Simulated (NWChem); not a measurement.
System: PbHOI, singlet; SMILES [OH][Pb][I]

Input file for NWChem:

```
start job
memory heap 200 mb stack 900 mb global 1100 mb
geometry units angstroms noautoz
  Pb     0.132517     1.021937     0.000000
  I      0.041558    -1.806520     0.000000
  O     -1.953983     1.305874     0.000000
  H     -2.198367     2.240716     0.000000
end
basis spherical
  Pb library def2-svp
  I library def2-svp
  O library def2-svp
  H library def2-svp
end
ecp
  I library def2-ecp
  Pb library def2-ecp
end
dft
  xc xwpbe 1.00 cpbe96 1.0 hfexch 1.00
  cam 0.8 cam_alpha 0.0 cam_beta 1.0
  iterations 150
  vectors input atomic output neutral.movecs
end
task dft energy
charge 1
dft
  odft
  mult 2
  vectors input atomic output cation.movecs
end
task dft energy
```

Low-valent species are run as closed-shell singlets; no triplet was tried in these runs. Structure relaxed at the PBE0/def2-SVP level. def2 effective core potentials on I, Pb; no spin-orbit coupling.

Ions are spin-unrestricted doublets at the neutral geometry; other ion states weren't tried. Functional: LC-ωPBE (HJS hole) with def2-SVP; the question gives the range parameter ω in 1/bohr.

Q: What results follow from this input? (LC-wPBE (HJS exchange hole, range parameter 0.8 per bohr)/def2-SVP with def2 effective core potentials on I, Pb, vertical spin-unrestricted ions.) Quantities: vertical ionisation energy, ΔSCF (eV); −ε(HOMO) (eV).

A: 
```yaml
vertical ionisation energy, ΔSCF (eV): 9.83
"−ε(HOMO) (eV)": 10.18
```
